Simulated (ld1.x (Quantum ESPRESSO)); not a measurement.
Mg (Z = 12): variants of one TM potential

Base potential:

ld1.x (Quantum ESPRESSO) 7.5 input, shortened:

```
&input
   title='Mg', zed=12., rel=0, dft='PW91', iswitch=3,
   config='[Ne] 3s1.5 3p0'
 /
 &inputp
   pseudotype=2, tm=.true., lloc=0,
   nlcc=.false.
 /
2
2P  2  1   6.00   0.00  0.75  0.75  0.0
2S  1  0   2.00   0.00  0.90  0.90  0.0
 &test
   configts(1)='2s2 2p6 3s1.5 3p0'
 /
```

Occupied shells without a wave of their own: 3s. They enter only through the test configuration that unscreens the potential.

Cutoffs, loose and tight: the cutoffs (Ry, on a coarse ladder) from which the occupation-weighted sum of valence levels, in a spherical-Bessel basis at the reference potential, stays within 10 and 1 mRy of its value at 400 Ry. They do not see the model core or the augmentation charge, which bear on the density cutoff. Test errors are all-electron minus pseudo excitation energies from the reference, over the configurations 2s2 2p6 3s2 3p0; 2s2 2p6 3s1 3p0; 2s2 2p6 3s0 3p0; 2s2 2p6 3s0 3p1; 2s2 2p5 3s2 3p0; 2s2 2p6 3s1 3p1; 2s2 2p6 3s0 3p2. A dash means not determined; rows that change the core or the reference have their own tests.

Cutoffs are not given where the Bessel-basis levels miss the radial ones by over 6 mRy, ghosts where they miss by over 20 mRy; a channel whose overlap is not positive is not tested.

On the changes marked as counting shells twice: ld1.x takes every shell without a wave as core, so the model core holds the marked electrons as well and exchange and correlation see them twice. This cancels in the reference configuration, but the file is broken for other ones, and its errors say nothing about a proper core correction.

```tsv
change	outcome	cutoff, loose	cutoff, tight	bound ghosts	largest test error (meV)
base	generated	230 Ry	over 300 Ry	none	+234
core correction a·sin(br)/r model core inside 0.46 bohr (3s counted twice)	generated	230 Ry	over 300 Ry	none	-784
functional PBE	generated	230 Ry	over 300 Ry	none	+232
wave 2p (bound): rc 0.75 bohr becomes 2p (bound): rc 0.46 bohr	generated	–	–	none	-226
all radii scaled by about 0.84 (s 0.76, p 0.62 bohr)	generated	over 300 Ry	over 300 Ry	none	+104
reference 2s2 2p6 3s2 3p0	generated	230 Ry	over 300 Ry	none	-302
core [He] 2s2, valence charge 8; reference 2p6 3s1 3p1; waves now 2p (bound): rc 0.70 bohr; 3s (bound): rc 2.75 bohr; core correction a·sin(br)/r model core, default radius (core density twice the valence density) (3p counted twice)	generated, misses its reference levels by 0.49 eV	260 Ry	over 300 Ry	none	+963
reference 2s2 2p6 3s1 3p1	generated	230 Ry	over 300 Ry	none	+191
wave 2s (bound): rc 0.90 bohr becomes 2s (bound): rc 0.70 bohr	generated	300 Ry	over 300 Ry	none	+87
wave 2p (bound): rc 0.75 bohr becomes 2p (bound): rc 0.56 bohr	generated	over 300 Ry	over 300 Ry	none	-226
```

Question: What comes out with this change to the base: scalar-relativistic?

Answer: outcome: generated; cutoff, loose: 260 Ry; cutoff, tight: over 300 Ry; bound ghosts: none; largest test error (meV): +226.

Question: What comes out with this change to the base: wave 2s (bound): rc 0.90 bohr becomes 2s (bound): rc 1.32 bohr?

Answer: outcome: generated, misses its reference levels by 0.24 eV; cutoff, loose: 230 Ry; cutoff, tight: over 300 Ry; bound ghosts: none; largest test error (meV): -594.
